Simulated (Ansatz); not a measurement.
Relaxation of F$_{2}$H$_{6}$OW (10 atoms, charge 0, multiplicity 1), to a largest force component of 0.03 eV/Å in at most 50 steps.

Theory: Ansatz 0.2.0, RKS PBE/def2-SVP.

```xyz
10
Properties=species:S:1:pos:R:3
W 0.317 -0.249 -0.255
O -0.128 -0.270 2.844
H -0.871 -0.897 2.953
H 1.288 0.798 -1.170
H 0.168 1.443 -0.086
H -1.112 0.372 0.368
F -0.965 -1.637 -0.661
H 0.475 -0.533 -1.912
F 1.594 -1.012 0.853
H 0.655 -0.870 2.750
```

Where does it end, and by what steps?

The run converged. After 17 steps the energy has fallen by 0.728 eV; H4 moved furthest, 0.98 Å. Joined: W1–O2 (3.13 → 2.39 Å).

| step | energy less start (eV) | largest force component (eV/Å) | accepted |
| --- | --- | --- | --- |
| 0 | 0.0000 | 0.469 | yes |
| 1 | -0.0427 | 1.572 | yes |
| 2 | -0.1177 | 1.334 | yes |
| 3 | -0.1763 | 1.090 | yes |
| 4 | -0.2168 | 0.896 | yes |
| 5 | -0.2473 | 0.595 | yes |
| 6 | -0.2696 | 0.221 | yes |
| 7 | -0.2864 | 0.097 | yes |
| 8 | -0.3155 | 0.390 | yes |
| 9 | -0.3448 | 1.027 | yes |
| 10 | -0.4381 | 0.983 | yes |
| 11 | -0.5978 | 0.697 | yes |
| 12 | -0.6536 | 1.063 | yes |
| 13 | -0.7019 | 0.383 | yes |
| 14 | -0.6900 | 0.368 | no |
| 15 | -0.7225 | 0.132 | yes |
| 16 | -0.7233 | 0.130 | yes |
| 17 | -0.7276 | 0.013 | yes |

```xyz
10
Properties=species:S:1:pos:R:3
W 0.324 -0.329 -0.072
O -0.220 -0.516 2.252
H -0.940 -1.164 2.382
H 0.321 0.825 -1.300
H 0.694 1.235 0.438
H -0.928 0.799 0.028
F -1.205 -1.460 0.005
H 0.846 -0.800 -1.633
F 1.983 -0.601 0.817
H 0.544 -0.843 2.767
```

Whether the end is a true minimum wasn't checked by a vibrational analysis.

The run took 41 s on 2 threads of Arm Neoverse V1, with other jobs on the host, peak memory 0.15 GiB.
